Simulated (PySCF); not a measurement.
PySCF input for Cl2Si, SMILES Cl[Si]Cl (connectivity only; charge and spin as stated), charge +1, multiplicity 2, TDA-LC-ωPBE/def2-SVPD. Geometry optimised at r2SCAN-D4/def2-TZVP. The multiplicity is an assumed one; other spin states were not compared. The isomer is the one that the SMILES or the coordinates give; other isomers of the formula were not compared.

```python
import numpy as np
from pyscf import gto, scf, dft, tdscf

mol = gto.M(
    atom='''
    Si    0.00000000    0.00000000    0.66893007
    Cl    0.00000000    1.72364079   -0.27544179
    Cl    0.00000000   -1.72364079   -0.27544179
    ''',
    basis='def2-SVPD',
    charge=1,
    spin=1,
    max_memory=1600,
    verbose=4,
)
mf = dft.UKS(mol, xc='lc_wpbe').density_fit(auxbasis='def2-universal-jkfit')
mf.grids.level = 3
mf.conv_tol = 1e-9
mf.max_cycle = 100
mf.kernel()
fine, coarse = mf.grids, dft.Grids(mol).set(level=1).build(with_non0tab=True)
for _ in range(3):  # follow internal instabilities
    mf.grids = coarse
    mo, _, stable, _ = mf.stability(return_status=True, nroots=4)
    mf.grids = fine
    if stable:
        break
    mf.kernel(mf.make_rdm1(mo, mf.mo_occ))
mf.grids = dft.Grids(mol).set(level=1).build(with_non0tab=True)  # coarser grid for the response kernel
td = tdscf.TDA(mf)
td.nstates = 10
td.conv_tol = 1e-4
td.positive_eig_threshold = 1e-6
td.kernel(x0=td.get_init_guess(mf, 15))
td.analyze()
```

Program output:

```
PySCF version 2.14.0

[INPUT] verbose = 4
[INPUT] num. atoms = 3
[INPUT] num. electrons = 47
[INPUT] charge = 1
[INPUT] spin (= nelec alpha-beta = 2S) = 1
[INPUT] symmetry False subgroup None
[INPUT] Mole.unit = angstrom
[INPUT] Symbol           X                Y                Z      unit          X                Y                Z       unit  Magmom
[INPUT]  1 Si     0.000000000000   0.000000000000   0.668930070000 AA    0.000000000000   0.000000000000   1.264094628786 Bohr   0.0
[INPUT]  2 Cl     0.000000000000   1.723640790000  -0.275441790000 AA    0.000000000000   3.257209030229  -0.520509546360 Bohr   0.0
[INPUT]  3 Cl     0.000000000000  -1.723640790000  -0.275441790000 AA    0.000000000000  -3.257209030229  -0.520509546360 Bohr   0.0

nuclear repulsion = 172.524856286142
number of shells = 32
number of NR pGTOs = 132
number of NR cGTOs = 78
basis = def2-SVPD
ecp = {}


[settings echo left out]
init E= -1209.49358884785
  alpha nocc = 24  HOMO = -0.237653511292067  LUMO = -0.0705529048775058
  beta  nocc = 23  HOMO = -0.459763139475622  LUMO = -0.237653511292068

WARN: HOMO -0.237653511292067 >= LUMO -0.237653511292068

cycle= 1 E= -1208.77290622497  delta_E= 0.721  |g|= 0.342  |ddm|= 1.48
  alpha nocc = 24  HOMO = -0.684639569942442  LUMO = -0.321806747191814
  beta  nocc = 23  HOMO = -0.710175718013208  LUMO = -0.416615215195158
  HOMO = -0.684639569942  LUMO = -0.416615215195  gap/eV = 7.29331
cycle= 2 E= -1208.83146068354  delta_E= -0.0586  |g|= 0.256  |ddm|= 0.941
  alpha nocc = 24  HOMO = -0.644972756962721  LUMO = -0.249624151530567
  beta  nocc = 23  HOMO = -0.711084182202379  LUMO = -0.343893148333296
  HOMO = -0.644972756963  LUMO = -0.343893148333  gap/eV = 8.19279
cycle= 3 E= -1208.87099710118  delta_E= -0.0395  |g|= 0.035  |ddm|= 0.381
  alpha nocc = 24  HOMO = -0.635701588317017  LUMO = -0.234985435306458
  beta  nocc = 23  HOMO = -0.694504219703564  LUMO = -0.323295907142559
  HOMO = -0.635701588317  LUMO = -0.323295907143  gap/eV = 8.50099
cycle= 4 E= -1208.87210020423  delta_E= -0.0011  |g|= 0.0113  |ddm|= 0.112
  alpha nocc = 24  HOMO = -0.637661690641139  LUMO = -0.233788411516927
  beta  nocc = 23  HOMO = -0.696183701607425  LUMO = -0.319342564414766
  HOMO = -0.637661690641  LUMO = -0.319342564415  gap/eV = 8.66190
cycle= 5 E= -1208.87235715201  delta_E= -0.000257  |g|= 0.00427  |ddm|= 0.0537
  alpha nocc = 24  HOMO = -0.638712883701243  LUMO = -0.234172762011348
  beta  nocc = 23  HOMO = -0.695913824470876  LUMO = -0.318781003152808
  HOMO = -0.638712883701  LUMO = -0.318781003153  gap/eV = 8.70579
cycle= 6 E= -1208.87241113862  delta_E= -5.4e-05  |g|= 0.00152  |ddm|= 0.0237
  alpha nocc = 24  HOMO = -0.638895062418057  LUMO = -0.234315140182962
  beta  nocc = 23  HOMO = -0.696227399048425  LUMO = -0.318718117028928
  HOMO = -0.638895062418  LUMO = -0.318718117029  gap/eV = 8.71246
cycle= 7 E= -1208.87241965546  delta_E= -8.52e-06  |g|= 0.000561  |ddm|= 0.00782
  alpha nocc = 24  HOMO = -0.638873914451593  LUMO = -0.234261143963192
  beta  nocc = 23  HOMO = -0.696247352838104  LUMO = -0.31865808370627
  HOMO = -0.638873914452  LUMO = -0.318658083706  gap/eV = 8.71352
cycle= 8 E= -1208.87242073247  delta_E= -1.08e-06  |g|= 0.000178  |ddm|= 0.00303
  alpha nocc = 24  HOMO = -0.638845826834962  LUMO = -0.234240962399667
  beta  nocc = 23  HOMO = -0.696244089593447  LUMO = -0.318641794889269
  HOMO = -0.638845826835  LUMO = -0.318641794889  gap/eV = 8.71320
cycle= 9 E= -1208.87242081371  delta_E= -8.12e-08  |g|= 6.19e-05  |ddm|= 0.000684
  alpha nocc = 24  HOMO = -0.638844683616285  LUMO = -0.234235599592292
  beta  nocc = 23  HOMO = -0.696244332192147  LUMO = -0.318646381361802
  HOMO = -0.638844683616  LUMO = -0.318646381362  gap/eV = 8.71304
cycle= 10 E= -1208.872420825  delta_E= -1.13e-08  |g|= 2.04e-05  |ddm|= 0.00026
  alpha nocc = 24  HOMO = -0.638847112909544  LUMO = -0.234233832381379
  beta  nocc = 23  HOMO = -0.696246790815206  LUMO = -0.318647135607129
  HOMO = -0.63884711291  LUMO = -0.318647135607  gap/eV = 8.71309
cycle= 11 E= -1208.87242082643  delta_E= -1.43e-09  |g|= 6.73e-06  |ddm|= 9.38e-05
  alpha nocc = 24  HOMO = -0.6388488738784  LUMO = -0.234233721496965
  beta  nocc = 23  HOMO = -0.696246955669412  LUMO = -0.318646882197434
  HOMO = -0.638848873878  LUMO = -0.318646882197  gap/eV = 8.71314
cycle= 12 E= -1208.87242082655  delta_E= -1.18e-10  |g|= 2.16e-06  |ddm|= 2.63e-05
  alpha nocc = 24  HOMO = -0.638848405555374  LUMO = -0.234233056303226
  beta  nocc = 23  HOMO = -0.696246932686302  LUMO = -0.318646328588382
  HOMO = -0.638848405555  LUMO = -0.318646328588  gap/eV = 8.71314
Extra cycle  E= -1208.87242082656  delta_E= -9.55e-12  |g|= 1.28e-06  |ddm|= 4.99e-06
converged SCF energy = -1208.87242082656  <S^2> = 0.7556541  2S+1 = 2.0056461
tot grids = 19048
uhf_internal: lowest eigs of H = [0.23773868 0.29347259 0.3083658  0.35368355]
<class 'pyscf.df.df_jk.DFUKS'> wavefunction is stable in the internal stability analysis
tot grids = 19048
Overwritten attributes  positive_eig_threshold  of <class 'pyscf.tdscf.uks.TDA'>


******** <class 'pyscf.tdscf.uks.TDA'> for <class 'pyscf.df.df_jk.DFUKS'> ********
nstates = 10
deg_eia_thresh = 1.000e-03
wfnsym = None
conv_tol = 0.0001
eigh lindep = 1e-12
eigh level_shift = 0
eigh max_cycle = 100


Excitation energies (eV)
[3.4811191  4.18672158 4.40430909 5.14939517 5.15030563 5.63216121
 5.66090195 6.31589854 6.35343735 6.45495732]

** Excitation energies and oscillator strengths **
Excited State   1:      3.48112 eV    356.16 nm  f=0.0160
      24a ->   25a     -0.97813
      20b ->   24b      0.12705
Excited State   2:      4.18672 eV    296.14 nm  f=0.0028
      21b ->   27b      0.11734
      23b ->   24b      0.98026
Excited State   3:      4.40431 eV    281.51 nm  f=0.0000
      20b ->   27b      0.12319
      22b ->   24b      0.98308
Excited State   4:      5.14940 eV    240.77 nm  f=0.0145
      21a ->   25a      0.16835
      24a ->   26a      0.11601
      21b ->   24b     -0.95438
      23b ->   27b     -0.14535
Excited State   5:      5.15031 eV    240.73 nm  f=0.0099
      24a ->   25a      0.13780
      20b ->   24b      0.96623
      22b ->   27b      0.14672
Excited State   6:      5.63216 eV    220.14 nm  f=0.0000
      23a ->   25a     -0.98043
      23b ->   25b      0.13702
Excited State   7:      5.66090 eV    219.02 nm  f=0.0024
      22a ->   25a      0.85778
      19b ->   24b      0.28957
      22b ->   25b     -0.38201
Excited State   8:      6.31590 eV    196.30 nm  f=0.0001
      21a ->   25a     -0.80012
      24a ->   26a      0.22982
      20b ->   25b      0.50222
Excited State   9:      6.35344 eV    195.15 nm  f=0.0000
      23a ->   25a     -0.14034
      21b ->   37b      0.10015
      23b ->   25b     -0.97964
Excited State  10:      6.45496 eV    192.08 nm  f=0.0084
      19b ->   24b      0.82324
      22b ->   25b      0.53814

** Transition electric dipole moments (AU) **
state          X           Y           Z        Dip. S.      Osc.
  1        -0.4334     -0.0000     -0.0000      0.1878      0.0160
  2        -0.0000      0.1658      0.0000      0.0275      0.0028
  3         0.0000     -0.0000     -0.0000      0.0000      0.0000
  4         0.0000      0.0000     -0.3394      0.1152      0.0145
  5         0.2801      0.0000      0.0000      0.0784      0.0099
  6        -0.0000     -0.0000     -0.0000      0.0000      0.0000
  7        -0.0000      0.1325      0.0000      0.0176      0.0024
  8        -0.0000     -0.0000     -0.0233      0.0005      0.0001
  9        -0.0000     -0.0000      0.0000      0.0000      0.0000
 10         0.0000     -0.2303     -0.0000      0.0531      0.0084

** Transition velocity dipole moments (imaginary part, AU) **
state          X           Y           Z        Dip. S.      Osc.
  1         0.0104      0.0000      0.0000      0.0001      0.0006
  2        -0.0000     -0.0240      0.0000      0.0006      0.0025
  3         0.0000      0.0000     -0.0000      0.0000      0.0000
  4         0.0000     -0.0000     -0.0473      0.0022      0.0079
  5         0.0504     -0.0000      0.0000      0.0025      0.0089
  6        -0.0000      0.0000     -0.0000      0.0000      0.0000
  7        -0.0000     -0.0183      0.0000      0.0003      0.0011
  8        -0.0000     -0.0000      0.0280      0.0008      0.0023
  9        -0.0000     -0.0000     -0.0000      0.0000      0.0000
 10        -0.0000     -0.0579     -0.0000      0.0034      0.0094

** Transition magnetic dipole moments (imaginary part, AU) **
state          X           Y           Z
  1         0.0000      0.9413     -0.0000
  2        -0.0543      0.0000     -0.0000
  3         0.0000     -0.0000     -0.1884
  4        -0.0000     -0.0000     -0.0000
  5        -0.0000     -0.1903      0.0000
  6         0.0000      0.0000     -0.2116
  7        -0.1713      0.0000     -0.0000
  8        -0.0000      0.0000     -0.0000
  9         0.0000      0.0000     -0.2559
 10        -0.5406      0.0000     -0.0000
```

The calculation finished and met its thresholds.

Cost: roughly 50 core-seconds.
